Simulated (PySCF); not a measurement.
Bonds (- single, = double, # triple, : aromatic): O1=C2 1.205 Å, C2-C3 1.446 Å, C3#C4 1.216 Å, C4-C5 1.450 Å, C5-B6 1.579 Å, B6-F7 1.314 Å, B6-F8 1.316 Å. C2 carries H9; C5 carries H10, H11.

Geometry: PBE0-D3(BJ)/def2-SVP; GIAO shifts from PySCF 2.14.0 with density-fitted response routines, gas phase, non-relativistic, averaged over equivalent atoms.

At OPBE/pcSseg-1 (151 basis functions, 20 s wall time on 1 thread of an Arm Neoverse V1, shared host):
```
  atoms  δ (ppm)
     O1    697.3
     C2    168.0
     C4     89.5
     C3     85.1
     C5      7.3
     B6     22.9
  F7/F8    -71.3
     H9     9.41
H10/H11     2.22
```

References, each an isolated molecule treated in the same way: H2O for 17O (σref 332.03); 13C (σref 185.13) and 1H (σref 31.23) vs TMS; 11B (σref 100.31) vs BF3·OEt2; 19F (σref 155.97) vs CFCl3.

Q: Predict the values at PBE0/6-311+G(2d,p) on the same geometry.

A: 
```json
{"atoms": "O1", "δ at PBE0/6-311+G(2d,p)": "705.1", "change": "+7.8"}
{"atoms": "C2", "δ at PBE0/6-311+G(2d,p)": "177.6", "change": "+9.6"}
{"atoms": "C4", "δ at PBE0/6-311+G(2d,p)": "93.8", "change": "+4.3"}
{"atoms": "C3", "δ at PBE0/6-311+G(2d,p)": "86.6", "change": "+1.5"}
{"atoms": "C5", "δ at PBE0/6-311+G(2d,p)": "5.2", "change": "-2.1"}
{"atoms": "B6", "δ at PBE0/6-311+G(2d,p)": "24.5", "change": "+1.6"}
{"atoms": "F7/F8", "δ at PBE0/6-311+G(2d,p)": "-73.6", "change": "-2.3"}
{"atoms": "H9", "δ at PBE0/6-311+G(2d,p)": "9.46", "change": "+0.05"}
{"atoms": "H10/H11", "δ at PBE0/6-311+G(2d,p)": "2.17", "change": "-0.05"}
```

Chemical shifts δ = σref − σ; 17O (326.57 ppm) vs H2O; TMS for 13C (186.44 ppm) and 1H (31.51 ppm); 11B (102.42 ppm) vs BF3·OEt2; 19F (174.75 ppm) vs CFCl3, all at this level.

The largest change is at C2 (aldehyde carbonyl carbon). Cost: 234 basis functions, 31 s wall time on 1 thread of an Arm Neoverse V1, shared host. The order of the carbon signals is the same at both levels.

A carbon bonded to boron is broadened by the quadrupolar boron nucleus and is often missing from a measured spectrum. Unscaled 19F shifts against computed CFCl3 carry errors that often reach 10 to 50 ppm. Unscaled 17O shifts of doubly bonded oxygen tend to come out too high, by tens of ppm or more. Experimental scales use liquid or dissolved standards, which lie at an offset from isolated H2O (liquid H2O: subtract about 36 ppm).
